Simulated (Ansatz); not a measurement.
Reaction (formal exchange of groups at the Si–O bond): `O=C(O)O[SiH3]` + `C=CI` → `[SiH3]/C=C/I` + `O=C(O)O`

Calculated with Ansatz (gas phase, PBE0-D4/def2-TZVP geometries, no zero-point term in ΔE). CCSD(T)/CBS adds triple-zeta CCSD(T) − MP2 to the extrapolated MP2 energy (def2 sets, frozen cores). Functionals use def2-TZVPP. B3LYP here is the variant with VWN-RPA as its local correlation; programs differ in this. def2 core potentials past Kr. For I outer-core shells are correlated without core-valence functions, which leaves a few kJ/mol of doubt a bond. Each species was taken in one conformer, which may not be the lowest.

```
       level  ΔE (eV)
    B3LYP-D4     0.78
HF/CBS(def2)     0.95
```

Q: What does CCSD(T)/CBS give? (Best estimate.)

A: Computed: +0.79 eV. The listed levels differ from it by -0.01, 0.16 eV.

Largest T1 diagnostic among the species: 0.014.

From PBE to PBE0 (25 % exact exchange), in def2-TZVPP and without D4, ΔE moves by +0.05 eV. In def2-TZVPP, CCSD(T) changes the Hartree–Fock value by −0.15 eV (the triples alone add −0.03 eV) and MP2 by −0.16 eV.
